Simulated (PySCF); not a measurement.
# Magnetic susceptibility: SMILES CO/C(F)=C\CCO, C$_{5}$H$_{9}$FO$_{2}$

Geometry (Å), atoms numbered from 1 in this order:
```xyz
17

C     3.0149   -0.3659    0.0447
O     1.6026   -0.4418    0.1225
C     0.8977    0.4686   -0.5648
F     1.6341    1.4939   -1.0586
C    -0.4097    0.4348   -0.7800
C    -1.3042   -0.6527   -0.2720
C    -2.1599   -0.1819    0.9167
O    -3.0600    0.8430    0.5786
H     3.3853   -1.2195    0.6072
H     3.3861    0.5603    0.4914
H     3.3584   -0.4265   -0.9912
H    -0.8456    1.2453   -1.3415
H    -1.9739   -0.9728   -1.0727
H    -0.6995   -1.4990    0.0519
H    -1.4983    0.1380    1.7342
H    -2.7799   -1.0078    1.2724
H    -2.5551    1.5958    0.2514
```

The calculation used GIAO B97-2/pcSseg-1 magnetisability, rotational g tensor and spin-rotation constants, non-relativistic, gas phase (PySCF). Geometry: GFN2-xTB.

(1) What are the magnetisability and the molar susceptibility?

(2) Split it along the inertial axes a, b, c into diamagnetic and paramagnetic parts about the centre of mass, with the quadrupole moment.

(3) And the rotational g tensor?

Results:

(1) Isotropic -1179 × 10⁻³⁰ J/T², or -71.0 × 10⁻⁶ cm³/mol; principal values -1250, -1177, -1111 × 10⁻³⁰ J/T², anisotropy 120 × 10⁻³⁰ J/T² (root of half the summed squared differences of the principal values). The susceptibility is in cgs units.

(2) 
| axis | χ (10⁻⁶ cm³/mol) | diamagnetic (10⁻⁶ cm³/mol) | paramagnetic (10⁻⁶ cm³/mol) | summed x² of all electrons (Å²) | quadrupole Θ (D Å) |
| --- | --- | --- | --- | --- | --- |
| a | -75.1 | -366.0 | 291.0 | 291.0 | -3.25 |
| b | -67.1 | -1346.4 | 1279.2 | 60.0 | +3.21 |
| c | -70.9 | -1489.0 | 1418.2 | 26.3 | +0.04 |

Anisotropies 2χaa − χbb − χcc = -12.1 and 2χbb − χaa − χcc = +11.6 × 10⁻⁶ cm³/mol. Θ is traceless in Buckingham's convention.

(3) 
| axis | rotational constant (GHz) | g | nuclear part | electronic part |
| --- | --- | --- | --- | --- |
| a | 4.4346 | -0.0169 | 0.5893 | -0.6062 |
| b | 0.9476 | -0.0088 | 0.5607 | -0.5695 |
| c | 0.8450 | -0.0056 | 0.5573 | -0.5630 |

Asymmetric top; isotopes 12C, 19F, 1H, 16O; no vibrational averaging.
